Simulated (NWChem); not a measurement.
System: C₂H₄N, doublet; SMILES N(C)=[CH]

NWChem input:

```
start job
memory heap 200 mb stack 900 mb global 1100 mb
geometry units angstroms noautosym nocenter noautoz
  C      0.049194     1.328936     0.000000
  N     -0.471532     0.226986     0.000000
  C      0.094025    -1.096477     0.000000
  H      1.115908     1.646289     0.000000
  H     -0.264171    -1.645112     0.884329
  H     -0.264171    -1.645112    -0.884329
  H      1.199734    -1.095256     0.000000
end
basis spherical
  * library 6-31g*
end
dft
  odft
  mult 2
  xc m05-2x
  iterations 150
end
cosmo
  do_cosmo_smd true
  solvent thf
end
task dft energy
```

NWChem printed, in part:

```
             Northwest Computational Chemistry Package (NWChem) 7.3.0
             --------------------------------------------------------

                             Geometry "geometry" -> ""
                             -------------------------

 Output coordinates in angstroms (scale by  1.889725989 to convert to a.u.)

  No.       Tag          Charge          X              Y              Z
 ---- ---------------- ---------- -------------- -------------- --------------
    1 C                    6.0000     0.04919400     1.32893600     0.00000000
    2 N                    7.0000    -0.47153200     0.22698600     0.00000000
    3 C                    6.0000     0.09402500    -1.09647700     0.00000000
    4 H                    1.0000     1.11590800     1.64628900     0.00000000
    5 H                    1.0000    -0.26417100    -1.64511200     0.88432900
    6 H                    1.0000    -0.26417100    -1.64511200    -0.88432900
    7 H                    1.0000     1.19973400    -1.09525600     0.00000000

 Effective nuclear repulsion energy (a.u.)      65.7368785205

                                 NWChem DFT Module
                                 -----------------

 Summary of "ao basis" -> "ao basis" (spherical)
 ------------------------------------------------------------------------------
       Tag                 Description            Shells   Functions and Types
 ---------------- ------------------------------  ------  ---------------------
 C                           6-31g*                  6       14   3s2p1d
 N                           6-31g*                  6       14   3s2p1d
 H                           6-31g*                  2        2   2s

 in cosmo_initialize ...
 calling solv_data for solv:thf

 solvent parameters
 solvname_short: thf
 solvname_long:  tetrahydrofuran
 dielec:        7.4257
 dielecinf:     1.9740
 nonaqueous SMD model solvent descriptors
 dielec:        7.4257
 sola:          0.0000
 solb:          0.4800
 solc:          0.0000
 solg:         39.4400
 solh:          0.0000
 soln:          1.4050

          ---------------
          -cosmo- solvent
          ---------------
 Cosmo: York-Karplus, doi: 10.1021/jp992097l
 dielectric constant -eps-     =   7.43
 screen = (eps-1)/(eps    )    =   0.86533
 surface charge correction     = lagrangian

   van der Waals surface
 --------------------------

 ---------- ATOMIC COORDINATES (A.U.) ------------ VDWR(ANG.) --
     1    0.09296318    2.51132490    0.00000000     1.850
     2   -0.89106627    0.42894134    0.00000000     1.890
     3    0.17768149   -2.07204108    0.00000000     1.850
     4    2.10876035    3.11103511    0.00000000     1.200
     5   -0.49921080   -3.10881090    1.67113949     1.200
     6   -0.49921080   -3.10881090   -1.67113949     1.200
     7    2.26716852   -2.06973373    0.00000000     1.200
 number of segments per atom =        128
 number of   points per atom =        128
 atom (   nspa,  nppa )
 ----------------------
    1 (     78,     0 )       0
    2 (     58,     0 )       0
    3 (     58,     0 )       0
    4 (     54,     0 )       0
    5 (     54,     0 )       0
    6 (     54,     0 )       0
    7 (     56,     0 )       0
 number of -cosmo- surface points =      412
 molecular surface =     80.976 angstrom**2
 molecular volume  =     59.905 angstrom**3
 -lineq- algorithm             =   0
 -bem- low  level              =   3
 -bem- from -octahedral-
 gaussian surface charge width =   4.50000
 degree of switching           =   1.00000
 switching function tolerance  =   0.00010
 atomic radii =
 --------------
    1  6.000  1.850
    2  7.000  1.890
    3  6.000  1.850
    4  1.000  1.200
    5  1.000  1.200
    6  1.000  1.200
    7  1.000  1.200
 ...... end of -cosmo- initialization ......

 nat:                     7
 ixmem:                  2814
 calling mnsol_interface()
 G(SMD-CDS) energy (kcal/mol)  =     1.342
 SMD-CDS SASA (angstrom**2)    =   103.796

            General Information
            -------------------
          SCF calculation type: DFT
          Wavefunction type:  spin polarized.
          No. of atoms     :     7
          No. of electrons :    23
           Alpha electrons :    12
            Beta electrons :    11
          Charge           :     0
          Spin multiplicity:     2
          Use of symmetry is: off; symmetry adaption is: off
          Maximum number of iterations: 150
          AO basis - number of functions:    50
                     number of shells:    26
          Convergence on energy requested:  1.00D-06
          Convergence on density requested:  1.00D-05
          Convergence on gradient requested:  5.00D-04

              XC Information
              --------------
                       M05-2X Method XC Functional
                     Hartree-Fock (Exact) Exchange  0.560
                M05-2X metaGGA Exchange Functional  0.440
                      M05-2X Correlation Potential  1.000

             Grid Information
             ----------------
          Grid used for XC integration:  medium
          Radial quadrature: Mura-Knowles
          Angular quadrature: Lebedev.
          Tag              B.-S. Rad. Rad. Pts. Rad. Cut. Ang. Pts.
          ---              ---------- --------- --------- ---------
          C                   0.70       49           9.0       434
          N                   0.65       49           7.0       434
          H                   0.35       45          10.0       434
          Grid pruning is: on
          Number of quadrature shells:   327
          Spatial weights used:  Erf1

      Superposition of Atomic Density Guess
      -------------------------------------

 Sum of atomic energies:        -131.60717670

      Non-variational initial energy
      ------------------------------

 Total energy =    -133.131118
 1-e energy   =    -306.436699
 2-e energy   =     107.568703
 HOMO         =      -0.122793
 LUMO         =       0.035062

[...]

                                COSMO-SMD solvation results
                                ---------------------------

             internal energy in gas <Psi(g)|H|Psi(g)> =      -133.235725622966
         internal energy in solvent <Psi(s)|H|Psi(s)> =      -133.234625149418
                               delta internal energy  =         0.001100473549 (    0.69 kcal/mol)
   total free energy in solvent <Psi(s)|H+V/2|Psi(s)> =      -133.241786718811
 polarization energy contribution <Psi(s)|V/2|Psi(s)> =        -0.007161569393 (   -4.49 kcal/mol)
    total free energy in solvent including G(SMD-CDS) =      -133.239648024865
                       G(SMD-CDS) energy contribution =         0.002138693946 (    1.34 kcal/mol)
     1 M fixed-concentration free energy of solvation =        -0.003922401899 (   -2.46 kcal/mol)

                    DFT Final Alpha Molecular Orbital Analysis
                    ------------------------------------------

 Vector   10  Occ=1.000000D+00  E=-4.010706D-01
              MO Center= -1.1D-01,  1.3D-01, -3.5D-09, r^2= 2.4D+00
   Bfn.  Coefficient  Atom+Function         Bfn.  Coefficient  Atom+Function
  ----- ------------  ---------------      ----- ------------  ---------------
    17      0.368040  2 N  px                 4     -0.334471  1 C  py
    21      0.242988  2 N  px                31     -0.241941  3 C  px
    49     -0.180387  7 H  s                 50     -0.173191  7 H  s
     6     -0.158674  1 C  s                  8     -0.152552  1 C  py
     3      0.145073  1 C  px                20     -0.135960  2 N  s

 Vector   11  Occ=1.000000D+00  E=-3.843588D-01
              MO Center= -1.9D-01,  1.4D-01,  2.7D-09, r^2= 2.2D+00
   Bfn.  Coefficient  Atom+Function         Bfn.  Coefficient  Atom+Function
  ----- ------------  ---------------      ----- ------------  ---------------
    19      0.386922  2 N  pz                 5      0.351205  1 C  pz
    23      0.271728  2 N  pz                33     -0.239339  3 C  pz
     9      0.214383  1 C  pz                45     -0.146473  5 H  s
    47      0.146473  6 H  s                 46     -0.144831  5 H  s
    48      0.144831  6 H  s                 37     -0.117816  3 C  pz

 Vector   12  Occ=1.000000D+00  E=-2.541498D-01
              MO Center= -1.6D-01,  9.5D-01, -3.8D-10, r^2= 2.0D+00
   Bfn.  Coefficient  Atom+Function         Bfn.  Coefficient  Atom+Function
  ----- ------------  ---------------      ----- ------------  ---------------
    17     -0.337155  2 N  px                21     -0.333483  2 N  px
     6     -0.321006  1 C  s                  3      0.318631  1 C  px
     8     -0.308769  1 C  py                44      0.267518  4 H  s
     4     -0.252058  1 C  py                 7      0.210445  1 C  px
    20      0.210276  2 N  s                 43      0.174675  4 H  s

 Vector   13  Occ=0.000000D+00  E= 5.540388D-02
              MO Center= -1.2D-01,  8.2D-01,  2.0D-10, r^2= 2.0D+00
   Bfn.  Coefficient  Atom+Function         Bfn.  Coefficient  Atom+Function
  ----- ------------  ---------------      ----- ------------  ---------------
     9      0.651548  1 C  pz                23     -0.560621  2 N  pz
     5      0.443009  1 C  pz                19     -0.418279  2 N  pz
    46      0.219099  5 H  s                 48     -0.219099  6 H  s
    45      0.076100  5 H  s                 47     -0.076100  6 H  s
    37     -0.057736  3 C  pz                39     -0.031070  3 C  d -1

 Vector   14  Occ=0.000000D+00  E= 1.790410D-01
              MO Center=  1.7D-01, -1.4D+00, -6.4D-09, r^2= 3.6D+00
   Bfn.  Coefficient  Atom+Function         Bfn.  Coefficient  Atom+Function
  ----- ------------  ---------------      ----- ------------  ---------------
    34      2.054997  3 C  s                 46     -1.162248  5 H  s
    48     -1.162248  6 H  s                 50     -0.991694  7 H  s
    36     -0.748204  3 C  py                20      0.634359  2 N  s
     6     -0.383058  1 C  s                  8      0.322945  1 C  py
     7      0.245154  1 C  px                22      0.193690  2 N  py

 Vector   15  Occ=0.000000D+00  E= 2.085873D-01
              MO Center=  9.8D-01,  1.1D+00, -4.5D-10, r^2= 3.2D+00
   Bfn.  Coefficient  Atom+Function         Bfn.  Coefficient  Atom+Function
  ----- ------------  ---------------      ----- ------------  ---------------
    44      1.791757  4 H  s                  6     -1.386691  1 C  s
     7     -0.804439  1 C  px                34      0.772129  3 C  s
    20     -0.561686  2 N  s                 36      0.454366  3 C  py
    22      0.407254  2 N  py                 3     -0.348821  1 C  px
    35     -0.251749  3 C  px                18      0.179349  2 N  py

                     DFT Final Beta Molecular Orbital Analysis
                     -----------------------------------------

 Vector    9  Occ=1.000000D+00  E=-5.032397D-01
              MO Center=  1.5D-01, -8.0D-01,  3.6D-09, r^2= 1.9D+00
   Bfn.  Coefficient  Atom+Function         Bfn.  Coefficient  Atom+Function
  ----- ------------  ---------------      ----- ------------  ---------------
    31      0.352553  3 C  px                32      0.224063  3 C  py
    49      0.209041  7 H  s                 17      0.206239  2 N  px
    35      0.184343  3 C  px                50      0.150792  7 H  s
    45     -0.132265  5 H  s                 47     -0.132265  6 H  s
    21      0.117233  2 N  px                 6     -0.100559  1 C  s

 Vector   10  Occ=1.000000D+00  E=-3.756615D-01
              MO Center= -2.1D-01,  1.3D-01, -5.3D-09, r^2= 2.1D+00
   Bfn.  Coefficient  Atom+Function         Bfn.  Coefficient  Atom+Function
  ----- ------------  ---------------      ----- ------------  ---------------
    19      0.409936  2 N  pz                 5      0.325432  1 C  pz
    23      0.292921  2 N  pz                33     -0.229284  3 C  pz
     9      0.203933  1 C  pz                46     -0.149035  5 H  s
    48      0.149035  6 H  s                 45     -0.145483  5 H  s
    47      0.145483  6 H  s                 37     -0.109912  3 C  pz

 Vector   11  Occ=1.000000D+00  E=-3.546758D-01
              MO Center= -2.8D-01,  2.6D-01,  4.6D-09, r^2= 2.0D+00
   Bfn.  Coefficient  Atom+Function         Bfn.  Coefficient  Atom+Function
  ----- ------------  ---------------      ----- ------------  ---------------
    17      0.455101  2 N  px                21      0.334476  2 N  px
     4     -0.277367  1 C  py                31     -0.192827  3 C  px
    50     -0.174018  7 H  s                 20     -0.167539  2 N  s
    49     -0.156633  7 H  s                  6     -0.125310  1 C  s
     8     -0.115619  1 C  py                 7      0.114667  1 C  px

 Vector   12  Occ=0.000000D+00  E=-9.833485D-03
              MO Center= -7.1D-02,  1.2D+00, -1.0D-10, r^2= 2.2D+00
   Bfn.  Coefficient  Atom+Function         Bfn.  Coefficient  Atom+Function
  ----- ------------  ---------------      ----- ------------  ---------------
     8      0.478073  1 C  py                 6      0.401752  1 C  s
    44     -0.397789  4 H  s                 34      0.352797  3 C  s
    21      0.290128  2 N  px                 3     -0.258229  1 C  px
     4      0.254835  1 C  py                50     -0.242985  7 H  s
    17      0.227417  2 N  px                 7     -0.177271  1 C  px

 Vector   13  Occ=0.000000D+00  E= 7.268208D-02
              MO Center= -9.6D-02,  8.6D-01, -2.2D-10, r^2= 2.0D+00
   Bfn.  Coefficient  Atom+Function         Bfn.  Coefficient  Atom+Function
  ----- ------------  ---------------      ----- ------------  ---------------
     9      0.686179  1 C  pz                23     -0.551733  2 N  pz
     5      0.433772  1 C  pz                19     -0.400051  2 N  pz
    46      0.227086  5 H  s                 48     -0.227086  6 H  s
    45      0.072913  5 H  s                 47     -0.072913  6 H  s
    37     -0.068538  3 C  pz                39     -0.030457  3 C  d -1

 Vector   14  Occ=0.000000D+00  E= 1.799711D-01
              MO Center=  1.5D-01, -1.3D+00, -5.3D-09, r^2= 3.6D+00
   Bfn.  Coefficient  Atom+Function         Bfn.  Coefficient  Atom+Function
  ----- ------------  ---------------      ----- ------------  ---------------
    34      2.033065  3 C  s                 46     -1.163370  5 H  s
    48     -1.163370  6 H  s                 50     -0.984140  7 H  s
    36     -0.772694  3 C  py                20      0.647488  2 N  s
     6     -0.404652  1 C  s                  8      0.277951  1 C  py
     7      0.254152  1 C  px                32     -0.207346  3 C  py

   alpha - beta orbital overlaps
   -----------------------------

   alpha      1      2      3      4      5      6      7      8      9     10
    beta      1      2      3      4      5      6      7      9      8     11
 overlap   1.000  1.000  1.000  0.999  0.997  0.993  0.993  0.978  1.000  0.965

   alpha     11     12     13     14     15     16     17     18     19     20
    beta     10     12     13     14     15     16     17     18     19     20
 overlap   0.999  0.973  0.999  0.998  0.995  0.998  1.000  0.996  0.998  0.999

   alpha     21     22     23     24     25     26     27     28     29     30
    beta     21     22     23     24     25     27     26     28     30     29
 overlap   0.989  0.896  0.896  0.999  0.999  0.997  1.000  0.998  0.975  1.000

[...]
```

Level: M05-2X/6-31G* (spherical d), spin-unrestricted, SMD on the gas-phase geometry. In the optimisation the excess spin sits in a' (Cs, its own frame). Structure relaxed at the PBE0/def2-SVP, spin-unrestricted level. No stability test was run on the SCF state. Solvent: tetrahydrofuran.
